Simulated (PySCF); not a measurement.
## Yb⁵⁶⁺ (ytterbium, charge +56) across methods

[Ne] 3s2 3p2, high-spin 3P determinant. Computed with PySCF 2.14 in an even-tempered Gaussian basis (17 s from 14 bohr⁻², ratio 2.5; 12 p from 18 bohr⁻², ratio 2.5; 4 d from 72 bohr⁻², ratio 2.7; 4 f from 110 bohr⁻², ratio 2.7), with the spin-free X2C one-electron Hamiltonian (Gaussian nucleus).

```csv
method,E (hartree),mean ε 3s α (eV),mean ε 3s β (eV),mean ε 3p α (eV),Σ⟨r²⟩ (bohr²),⟨S²⟩
PBEsol,-10645.66,-5847.6,-5823.3,-5500.2,0.2327,2.000
BHandHLYP,-10650.13,-5885.7,-5847.2,-5530.3,0.2327,2.000
r2SCAN,-10649.92,-5856.7,-5825.1,-5505.9,0.2328,2.000
PBE0,-10649.73,-5867.5,-5836.0,-5515.8,0.2327,2.000
PBE,-10649.89,-5849.3,-5824.9,-5501.5,0.2326,2.000
UHF,-10648.66922,-5920.6,-5867.2,-5557.3,0.2328,2.000
```

(1) Estimate the same row for LDA.

Spin-orbit coupling is strong in this species (close to jj coupling), so the high-spin LS determinant is a model state, not a physical level.

## Answers

(1) E (hartree) = -10640.19; mean ε 3s α (eV) = -5845.3; mean ε 3s β (eV) = -5823.0; mean ε 3p α (eV) = -5498.9; Σ⟨r²⟩ (bohr²) = 0.2328; ⟨S²⟩ = 2.000.
